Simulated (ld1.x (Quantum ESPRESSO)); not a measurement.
**Ga (Z = 31) TM: all-electron and pseudo phase curves**

* Element: gallium (Ga)
* Generator: ld1.x (Quantum ESPRESSO) 7.5
* Type: norm-conserving Troullier–Martins (Kleinman–Bylander form)
* Functional: PBEsol
* Relativity: scalar-relativistic
* Frozen core: [Ar]
* Valence charge: 13
* Reference configuration: 3d10 4s2 4p0 (charge +1)
* Partial waves: 4s (bound): rc 1.55 bohr; 4p (bound, empty): rc 1.60 bohr; 3d (bound): rc 1.45 bohr
* Local potential: all-electron potential smoothed inside 1.55 bohr (lloc = -1)
* Core correction: a·sin(br)/r model core inside 0.80 bohr

The phase is arctan(r·u′/u) with u = r·R(r), unwrapped; energies in Ry, scanned from -4 to 5 Ry. A pole is an energy at which the radial function vanishes at the test radius. The pseudo phase is shifted by a multiple of π to meet the all-electron one at the reference energy, and phase errors are pseudo minus all-electron; the curves can meet again beyond the range given. Levels narrower than the energy grid can be missing from the lists of poles.

| channel | radius (bohr) | reference energy (Ry) | poles, all-electron | poles, pseudo | unbroken range about the reference energy with phases within 0.05 rad | phase error 1 Ry above the reference energy (rad) |
| --- | --- | --- | --- | --- | --- | --- |
| s | 1.75 | -1.20 | 4.48 | 0.99 | below -0.2 | -0.047 |
| p | 1.75 | -0.67 | none | 3.33 | below 0.4 | -0.046 |
| d | 1.75 | -2.02 | -1.69 | -1.69 | below 1.0 | +0.008 |

Phases in the s channel:

| E (Ry) | all-electron | pseudo |
| --- | --- | --- |
| -4.00 | 1.159 | 1.149 |
| -3.76 | 1.136 | 1.125 |
| -3.52 | 1.108 | 1.098 |
| -3.28 | 1.077 | 1.066 |
| -3.04 | 1.039 | 1.029 |
| -2.80 | 0.994 | 0.984 |
| -2.56 | 0.939 | 0.930 |
| -2.32 | 0.872 | 0.863 |
| -2.08 | 0.787 | 0.780 |
| -1.84 | 0.680 | 0.674 |
| -1.60 | 0.542 | 0.539 |
| -1.36 | 0.366 | 0.366 |
| -1.12 | 0.151 | 0.151 |
| -0.88 | -0.094 | -0.099 |
| -0.64 | -0.344 | -0.360 |
| -0.40 | -0.571 | -0.602 |
| -0.16 | -0.759 | -0.809 |
| 0.08 | -0.908 | -0.980 |
| 0.32 | -1.024 | -1.124 |
| 0.56 | -1.116 | -1.256 |
| 0.80 | -1.188 | -1.401 |
| 1.04 | -1.247 | -1.637 |
| 1.28 | -1.295 | -2.484 |
| 1.52 | -1.336 | -3.892 |
| 1.76 | -1.370 | -4.219 |
| 2.00 | -1.399 | -4.345 |
| 2.24 | -1.425 | -4.418 |
| 2.48 | -1.448 | -4.468 |
| 2.72 | -1.468 | -4.506 |
| 2.96 | -1.486 | -4.537 |
| 3.20 | -1.502 | -4.562 |
| 3.44 | -1.517 | -4.584 |
| 3.68 | -1.531 | -4.604 |
| 3.92 | -1.544 | -4.621 |
| 4.16 | -1.556 | -4.636 |
| 4.40 | -1.567 | -4.650 |
| 4.64 | -1.578 | -4.663 |
| 4.88 | -1.588 | -4.675 |
